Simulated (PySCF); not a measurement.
# NaI: a base run and its variants

Base input, run as `OMP_NUM_THREADS=1 python input.py` with PySCF 2.14:

```python
from pyscf import gto, dft

mol = gto.M(
    atom='Na 0 0 0; I 0 0 2.683',
    basis='lanl2dz',
    ecp={'Na': 'lanl2dz', 'I': 'lanl2dz'},
    charge=0,
    spin=0,
    symmetry=True,
    verbose=4,
)
mf = dft.UKS(mol, xc='lc_wpbe')
mf.kernel()
g = mf.nuc_grad_method()
g.grid_response = True
g.kernel()
mf.dip_moment()
print('orbital energies (hartree):', [e[max(0, n-3):n+3].round(4) for e, n in zip(mf.mo_energy, mol.nelec)])
```

Base result: E(SCF) = -11.678816 Eh, 8 cycles, μz(SCF) = -10.14 D, gradient on the second atom -0.0136 Eh/bohr. The bond length is a typed value, not an optimised one. No search for the lowest solution was made.

Hardware: Arm Neoverse N1, 1 thread, shared host. Wall time 3.2 s, peak memory 0.19 GiB.

Each row names what differs from the base; energies in brackets are changes from the base.

| change | result | wall time (s) |
| --- | --- | --- |
| functional: lc_wpbe → pbesol | E(SCF) = -11.622566 Eh, 8 cycles, μz(SCF) = -9.34 D, gradient on the second atom -0.0151 Eh/bohr | 2.5 |
| functional: lc_wpbe → wb97x | E(SCF) = -11.655628 Eh, 8 cycles, μz(SCF) = -9.97 D, gradient on the second atom -0.0136 Eh/bohr | 2.7 |
| cycle limit: 50 → 2 [unsound on purpose] | not converged: SCF after 2 cycles | 2.2 |
| geometry: bond 2.683 → bond 0.1 [unsound on purpose] | E(SCF) = 23.802312 Eh, 7 cycles, μz(SCF) = 1.39 D, gradient on the second atom -195.9339 Eh/bohr | 3 |
| basis set: lanl2dz → def2-svp [with its own core potential] | E(SCF) = -459.975126 Eh, 10 cycles, μz(SCF) = -9.35 D, gradient on the second atom -0.0028 Eh/bohr | 9.4 |
| basis set: lanl2dz → def2-svpd [with its own core potential] | E(SCF) = -459.978798 Eh, 10 cycles, μz(SCF) = -9.34 D, gradient on the second atom -0.0040 Eh/bohr | 13 |
| step after the SCF: gradient → mp2; SCF type: UKS → UHF; functional: lc_wpbe → none (Hartree–Fock); frozen orbitals: default → 0 | E(SCF) = -11.420330 Eh, 8 cycles, E(MP2) − E(SCF) = -0.01879 Eh, μz(SCF) = -10.13 D | 1.4 |
| step after the SCF: gradient → tda; number of roots: default → 3 | E(SCF) = -11.678816 Eh (+0.0000 eV), 8 cycles, μz(SCF) = -10.14 D, first excitations without spin–orbit coupling 3.98, 3.98, 4.10 eV | 5.2 |
| charge: 0 → 1; spin (2S): 0 → 1 | not converged: SCF after 50 cycles | 9 |
| functional: lc_wpbe → 0.5*hf+0.5*b88,lyp | E(SCF) = -11.609756 Eh, 7 cycles, μz(SCF) = -9.89 D, gradient on the second atom -0.0143 Eh/bohr | 2.4 |
| functional: lc_wpbe → o3lyp | E(SCF) = -11.665818 Eh, 7 cycles, μz(SCF) = -9.56 D, gradient on the second atom -0.0134 Eh/bohr | 2.6 |
| spin (2S): 0 → 2 [a high spin state] | E(SCF) = -11.527973 Eh (+4.1047 eV), 8 cycles, ⟨S²⟩ = 2.000, μz(SCF) = 3.67 D, gradient on the second atom -0.0410 Eh/bohr | 3.2 |
| geometry: bond 2.683 → bond 2.361 | E(SCF) = -11.653833 Eh (+0.6798 eV), 8 cycles, μz(SCF) = -8.82 D, gradient on the second atom -0.0788 Eh/bohr | 3.2 |
| basis set: lanl2dz → crenbl [with its own core potential] | not converged: SCF after 50 cycles | 19 |
| step after the SCF: gradient → optimize | E(SCF) = -11.678816 Eh (+0.0000 eV), 8 cycles, all at the start geometry; optimised bond 2.820 Å with E = -11.680448 Eh after 5 steps | 9.9 |
| geometry: bond 2.683 → bond 2.871 | E(SCF) = -11.680258 Eh (-0.0392 eV), 8 cycles, μz(SCF) = -10.93 D, gradient on the second atom 0.0038 Eh/bohr | 3.2 |
| spin (2S): 0 → 4 | not converged: SCF after 50 cycles | 9.2 |
| geometry: bond 2.683 → bond 2.495 | E(SCF) = -11.669090 Eh (+0.2647 eV), 8 cycles, μz(SCF) = -9.36 D, gradient on the second atom -0.0440 Eh/bohr | 3.2 |
| electric field along z (a.u.): none → 0.005; point-group symmetry: on → off; step after the SCF: gradient → analyze | E(SCF) = -11.659507 Eh (+0.5254 eV), 8 cycles, μz(SCF) = -9.47 D | 2.6 |
| SCF type: UKS → ROKS | E(SCF) = -11.678816 Eh (+0.0000 eV), 8 cycles, μz(SCF) = -10.14 D, gradient on the second atom -0.0136 Eh/bohr | 3.3 |
| basis set: lanl2dz → cc-pvtz-f13; core potential: on → off [unsound on purpose] | stops with BasisNotFoundError (cc-pvtz-f13) | 1.2 |

Problem. Order these changes by how far they move the SCF energy from the base, largest first: (1) electric field along z (a.u.): none → 0.005; point-group symmetry: on → off; step after the SCF: gradient → analyze; (2) geometry: bond 2.683 → bond 2.361; (3) geometry: bond 2.683 → bond 2.495; (4) geometry: bond 2.683 → bond 2.871.

Solution. (2) +0.6798 eV, (1) +0.5254 eV, (3) +0.2647 eV, (4) -0.0392 eV.
